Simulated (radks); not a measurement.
Ionisation of neutral cadmium, [Kr] 4d10 5s2, to [Kr] 4d10 5s1 as the strength of local exchange is varied. All-electron calculation, non-relativistic Kohn-Sham, Slater X-alpha exchange (alpha = 2/3 is LDA exchange), no correlation, spin-polarised, spherical densities, point nucleus; relativity is left out, which matters for an element this heavy. Program: a radial shooting solver on a logarithmic mesh with Libxc functionals.

| alpha | E(Cd) (hartree) | exchange (hartree) | IE (eV) | -e of the level emptied (eV) | <r> of it (bohr) |
|---|---|---|---|---|---|
| 0.612 | -5446.24216 | -129.49718 | 7.327 | 4.229 (5s) | 3.117 |
| 0.667 | -5457.89251 | -141.43885 | 7.670 | 4.569 (5s) | 3.066 |
| 0.73 | -5471.26822 | -155.17861 | 8.072 | 4.970 (5s) | 3.011 |
| 0.965 | -5521.45090 | -207.00379 | 9.643 | 6.576 (5s) | 2.826 |
| 1.004 | -5529.82312 | -215.69182 | 9.914 | 6.858 (5s) | 2.798 |

NIST Atomic Spectra Database: 8.994 eV (measured). The Delta-SCF value meets it near alpha = 0.87. Relativity is left out here, which matters for elements this heavy.
